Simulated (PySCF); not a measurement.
Spinor energies of Br²⁺ (bromine, charge +2)

Start: [Ar] 3d10 4s1 4p4; 4s1/2 filled at m_j = +1/2; 4p1/2 filled at m_j = +1/2; 4p3/2 filled at m_j = -1/2, +1/2, +3/2. Calculated with PySCF 2.14 in x2c-TZVPall-2c (6s7p4d1f, 54 functions): generalised Hartree-Fock with the X2C-1e Hamiltonian and a Gaussian nucleus; one run each with spin-orbit coupling (SO) switched off, then screened by Boettger's factors. This is a chosen level, not necessarily the ground level.

```json
{"spinor shell": "1s1/2", "electrons": "2", "ε, spin-free (eV)": "-13583.4", "ε, screened SO (eV)": "-13582.9", "weight of nominal j (screened SO)": "1.000", "rms radius, screened SO (bohr)": "0.0492"}
{"spinor shell": "2s1/2", "electrons": "2", "ε, spin-free (eV)": "-1851.4", "ε, screened SO (eV)": "-1851.3", "weight of nominal j (screened SO)": "1.000", "rms radius, screened SO (bohr)": "0.205"}
{"spinor shell": "2p1/2", "electrons": "2", "ε, spin-free (eV)": "-1630.8", "ε, screened SO (eV)": "-1663.4", "weight of nominal j (screened SO)": "1.000", "rms radius, screened SO (bohr)": "0.180"}
{"spinor shell": "2p3/2", "electrons": "4", "ε, spin-free (eV)": "-1630.8", "ε, screened SO (eV)": "-1615.1", "weight of nominal j (screened SO)": "1.000", "rms radius, screened SO (bohr)": "0.184"}
{"spinor shell": "3s1/2", "electrons": "2", "ε, spin-free (eV)": "-302.73", "ε, screened SO (eV)": "-302.64", "weight of nominal j (screened SO)": "1.000", "rms radius, screened SO (bohr)": "0.588"}
{"spinor shell": "3p1/2", "electrons": "2", "ε, spin-free (eV)": "-230.85", "ε, screened SO (eV)": "-235.87", "weight of nominal j (screened SO)": "0.995", "rms radius, screened SO (bohr)": "0.600"}
{"spinor shell": "3p3/2", "electrons": "4", "ε, spin-free (eV)": "-230.85", "ε, screened SO (eV)": "-228.34", "weight of nominal j (screened SO)": "0.998", "rms radius, screened SO (bohr)": "0.610"}
{"spinor shell": "3d3/2", "electrons": "4", "ε, spin-free (eV)": "-111.31", "ε, screened SO (eV)": "-112.03", "weight of nominal j (screened SO)": "0.933", "rms radius, screened SO (bohr)": "0.648"}
{"spinor shell": "3d5/2", "electrons": "6", "ε, spin-free (eV)": "-111.31", "ε, screened SO (eV)": "-110.72", "weight of nominal j (screened SO)": "0.955", "rms radius, screened SO (bohr)": "0.648"}
{"spinor shell": "4s1/2", "electrons": "1", "ε, spin-free (eV)": "-54.144", "ε, screened SO (eV)": "-54.085", "weight of nominal j (screened SO)": "1.000", "rms radius, screened SO (bohr)": "1.71"}
{"spinor shell": "4p3/2", "electrons": "3", "ε, spin-free (eV)": "-34.515", "ε, screened SO (eV)": "-36.073", "weight of nominal j (screened SO)": "0.636", "rms radius, screened SO (bohr)": "1.95"}
{"spinor shell": "4p1/2", "electrons": "1", "ε, spin-free (eV)": "-34.515", "ε, screened SO (eV)": "-29.964", "weight of nominal j (screened SO)": "0.627", "rms radius, screened SO (bohr)": "2.07"}
```

| quantity | spin-free | screened SO |
| --- | --- | --- |
| E (hartree) | -2602.71845 | -2602.86519 |
| M_J | 5/2 | 5/2 |
| ⟨J²⟩ | 8.761 | 8.761 |
| ⟨L²⟩ | 2.003 | 2.020 |
| ⟨S²⟩ | 3.757 | 3.748 |

Each row is a mean over spinors that exchange with the open shell spreads, by up to 1.526 eV (3s1/2).

Rows whose weight is well below 1 are mixtures of j = l ± 1/2: exchange outweighs spin-orbit coupling there, and the label is only the starting occupation.

Without spin-orbit coupling the j labels of p, d and f shells carry no meaning; the spin-free column gives the mean over the occupied spinors of each nl shell.
